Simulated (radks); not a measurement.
Values are calculated unless marked as measured or tabulated.
All-electron atom: Tm2+ in [Xe] 4f13. Level of theory: scalar-relativistic Kohn-Sham, PBE, spin-unpolarised, spherical densities, finite nucleus; Fermi nuclear charge, rms radius 5.2256 fm (a radial shooting solver on a logarithmic mesh with Libxc functionals).

Local quantities along the radius. ELF = 1/(1 + alpha^2) is the electron localisation function; alpha = (tau - tau_W)/tau_unif compares the Pauli kinetic energy density with that of the uniform gas; r v_xc is r times the local exchange-correlation potential (hartree bohr). tau is taken from the large components.

r (bohr)     ELF    alpha   r v_xc
0.0008361  0.999  0.02330  -0.1185
0.001106   0.999  0.02397  -0.1307
0.001464   0.999  0.02530  -0.1484
0.001937   0.999  0.02758  -0.1726
0.002563   0.999  0.03129  -0.2038
0.003391   0.999  0.03729  -0.2422
0.004486   0.998  0.04726  -0.2877
0.005889   0.996  0.06405  -0.3374
0.007791   0.991  0.09622  -0.3916
0.01031    0.974   0.1621  -0.4438
0.01364    0.913   0.3091  -0.4877
0.01805    0.709   0.6406  -0.5181
0.02388    0.411    1.198  -0.5376
0.0316     0.339    1.397  -0.5779
0.04147    0.529   0.9444  -0.6995
0.05487    0.727   0.6134  -0.8362
0.0726     0.687   0.6752  -0.9017
0.09607    0.408    1.205  -0.8931
0.1271     0.401    1.222  -0.9741
0.1682     0.687   0.6747   -1.183
0.2225     0.669   0.7041   -1.204
0.2921     0.273    1.631   -1.045
0.3865     0.465    1.073   -1.230
0.5113     0.714   0.6321   -1.422
0.6766     0.553   0.8998   -1.322
0.8952     0.337    1.404   -1.153
1.184      0.479    1.044   -1.145
1.567      0.578   0.8542   -1.064
2.057      0.372    1.299  -0.8182
2.722      0.070    3.637  -0.5760
3.601      0.003    17.84  -0.4188
4.765      0.000    123.6  -0.2148

On this mesh the ELF has minima near r = 0.027, 0.11, 0.29, 0.90 bohr, which separate the shells, and maxima near 0.063 (0.74), 0.19 (0.73), 0.51 (0.71), 1.6 (0.58).
